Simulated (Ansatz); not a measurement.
Consider the cleavage of the B–Si bond: `[SiH3]BS` + `BS` → `BSBS` + SiH₄.

Computed with Ansatz on PBE0-D4/def2-TZVP structures; ΔE is electronic, products minus reactants. CBS: MP2 limit from def2 TZ/QZ plus the TZ coupled-cluster correction, frozen cores. This one scheme is used for every species. Functionals use def2-TZVPP. B3LYP here is the variant with VWN-RPA as its local correlation; programs differ in this. Each species was taken in one conformer, which may not be the lowest.

`[SiH3]BS`:

```xyz
8

Si    0.506   -1.139    0.253
B    -0.562    0.503   -0.194
S     0.249    2.068   -0.175
H     1.929   -0.836    0.567
H     0.470   -2.090   -0.894
H    -0.099   -1.827    1.429
H    -1.721    0.446   -0.470
H    -0.773    2.876   -0.516
```

`BS`:

Cartesian coordinates in Å:
```
B 0.228 -0.522 0.107
S 0.312 1.190 -0.312
H 1.272 -1.095 0.159
H -0.813 -1.059 0.321
H -0.999 1.486 -0.276
```

`BSBS`:

```xyz
8

B     0.852    1.737   -0.102
S     1.263    0.052    0.312
B    -0.315   -0.812    0.069
S    -0.350   -2.564    0.382
H    -0.253    2.029   -0.437
H     1.733    2.535   -0.024
H    -1.284   -0.223   -0.287
H    -1.646   -2.753    0.086
```

SiH₄:

Cartesian coordinates in Å:
```
Si 0.000 0.000 0.000
H -0.302 -1.289 -0.672
H 0.991 0.757 -0.805
H 0.558 -0.264 1.350
H -1.247 0.796 0.127
```

```
     level  ΔE (kJ/mol)
   PBE0-D4        -62.1
  B3LYP-D4        -64.9
r2SCANh-D4        -65.2
  PBE-QIDH        -68.3
```

**Question.** What does CCSD(T)/CBS give? (An estimate is asked.)

**Answer.** The calculation gave: -66.5 kJ/mol. The listed levels differ from it by 4.4, 1.6, 1.3, -1.8 kJ/mol.

Largest T1 diagnostic among the species: 0.015.

From PBE to PBE0 (25 % exact exchange), in def2-TZVPP and without D4, ΔE moves by −3.1 kJ/mol. Leaving LDA and LC-ωPBE aside and taking each functional with its dispersion term where it has one, the values, not all of them listed here, spread over 9.1 kJ/mol, from PBE-QIDH to PBE-D4.

CCSD(T)/CBS has its own doubt, a few kJ/mol and more with outer-core shells, so smaller differences from it don't rank the levels.
